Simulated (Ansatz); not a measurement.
Input (FCI/def2-QZVPP; Ansatz, a program for electronic structure): A basis named .json is the Basis Set Exchange file of that set.

Ansatz 0.2 input:
```yaml
crystal:
  periodic: [false, false, false]
  atoms:
    - {symbol: Hf, position_ang: [0.00000000, 0.00000000, 0.00000000]}
basis:
  gaussian:
    orbitals: def2-QZVPP.json
magnetization: {spin_polarized: true, initial_magnetization: 2}
correlation: {method: fci, electrons: outside_noble_gas}
scf: {lower_state_search: full}
```

Output:

```
Functional definition: HF
integrals: 0.15 GiB planned
804 factors; integrals over basis functions are off by at most 1.2e-6 eV
mean field: 0.16 GiB planned
mean field evaluation 1: about -1288.1287 eV, gradient 7.0e0 eV
mean field evaluation 2: about -1288.1287 eV, gradient 7.0e0 eV
mean field evaluation 4: about -1288.9178 eV, gradient 1.1e0 eV
mean field evaluation 8: about -1289.0044 eV, gradient 2.1e-1 eV
mean field evaluation 16: about -1288.9957 eV, gradient 1.2e0 eV
mean field evaluation 32: about -1288.8350 eV, gradient 3.8e-4 eV
mean field evaluation 64: about -1288.8562 eV, gradient 7.9e-1 eV
mean field evaluation 96: about -1288.8252 eV, gradient 5.6e-1 eV
mean field evaluation 128: about -1289.0168 eV, gradient 1.4e-2 eV
mean field evaluation 160: about -1289.0168 eV, gradient 1.0e-5 eV
mean field evaluation 192: about -1286.3049 eV, gradient 4.9e0 eV
mean field evaluation 224: about -1285.3588 eV, gradient 9.3e-1 eV
mean field evaluation 256: about -1286.7558 eV, gradient 2.0e-6 eV
mean field -1289.01682078 eV, -47.3704944367 hartree, gradient 3.5e-6 eV, S^2 2.016469; 21 other end points of the search recorded, 0 dependent functions left out
determinant -1289.01682078 eV, -47.3704944367 hartree, with singles and doubles -1290.77053100 eV, -47.4349420987 hartree
determinant -1288.83496662 eV, -47.3638114197 hartree, with singles and doubles -1290.63609111 eV, -47.4300015236 hartree
determinant -1289.01682078 eV, -47.3704944367 hartree, with singles and doubles -1290.71280311 eV, -47.4328206378 hartree
determinant -1288.83496662 eV, -47.3638114197 hartree, with singles and doubles -1290.59988534 eV, -47.4286709862 hartree
4 core orbitals not correlated
reference -1288.86610676 eV, -47.3649557988 hartree; 3, 1 occupied and 74, 76 virtual orbitals, 804 factors
configuration interaction: 1.45 GiB planned
state -1290.75112829 eV, -47.4342290621 hartree
Total energy: -1290.75112829 eV, -47.4342290621 hartree
```
